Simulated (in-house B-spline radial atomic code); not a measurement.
Ionisation energies along the 7-electron series, configuration [He] 2s2 2p3, as differences of self-consistent energies. NIST's values go from ground level to ground level; the uncertainty of those that are theory runs from under 0.1 % in few-electron ions to several per cent in heavy many-electron ones. Computed with a radial B-spline atomic code at the basis-set limit: non-relativistic Hartree-Fock, average of the configuration, point nuclei.

This level leaves out relativity, spin-orbit splitting included, which matters for heavy ions.

```json
{"ion": "Cu22+", "configuration after": "[He] 2s2 2p2", "ionisation energy (eV)": "2036.8", "IE/(q+1)² (eV)": "3.8503", "-ε less Coulomb ΔSCF (eV)": "1.6142", "tabulated value (eV)": "2044", "computed minus tabulated (eV)": "-7.2"}
{"ion": "Zn23+", "configuration after": "[He] 2s2 2p2", "ionisation energy (eV)": "2207.2", "IE/(q+1)² (eV)": "3.8319", "-ε less Coulomb ΔSCF (eV)": "1.6144", "tabulated value (eV)": "2214", "computed minus tabulated (eV)": "-6.8"}
{"ion": "Ga24+", "configuration after": "[He] 2s2 2p2", "ionisation energy (eV)": "?", "IE/(q+1)² (eV)": "?", "-ε less Coulomb ΔSCF (eV)": "?", "tabulated value (eV)": "?", "computed minus tabulated (eV)": "?"}
{"ion": "Ge25+", "configuration after": "[He] 2s2 2p2", "ionisation energy (eV)": "2568.4", "IE/(q+1)² (eV)": "3.7993", "-ε less Coulomb ΔSCF (eV)": "1.6148", "tabulated value (eV)": "2575", "computed minus tabulated (eV)": "-6.6"}
{"ion": "As26+", "configuration after": "[He] 2s2 2p2", "ionisation energy (eV)": "?", "IE/(q+1)² (eV)": "?", "-ε less Coulomb ΔSCF (eV)": "?", "tabulated value (eV)": "?", "computed minus tabulated (eV)": "?"}
{"ion": "Se27+", "configuration after": "[He] 2s2 2p2", "ionisation energy (eV)": "2956.7", "IE/(q+1)² (eV)": "3.7714", "-ε less Coulomb ΔSCF (eV)": "1.6152", "tabulated value (eV)": "2964", "computed minus tabulated (eV)": "-7.3"}
```

Task: Fill in the row of Ga24+.

Result: ionisation energy (eV): 2384.4; IE/(q+1)² (eV): 3.815; -ε less Coulomb ΔSCF (eV): 1.6146; tabulated value (eV): 2391; computed minus tabulated (eV): -6.6.

Task: Fill in the row of As26+.

Result: ionisation energy (eV): 2759.1; IE/(q+1)² (eV): 3.7848; -ε less Coulomb ΔSCF (eV): 1.615; tabulated value (eV): 2766; computed minus tabulated (eV): -6.9.

Task: How far is this level of theory from the measured and semi-empirical values?

Result: Over those 6 rows the differences run from -7.25 to -6.64 eV (mean absolute value 6.9 eV). The calculation leaves out relativity, correlation and, in open shells, the multiplet splittings that an average leaves out.
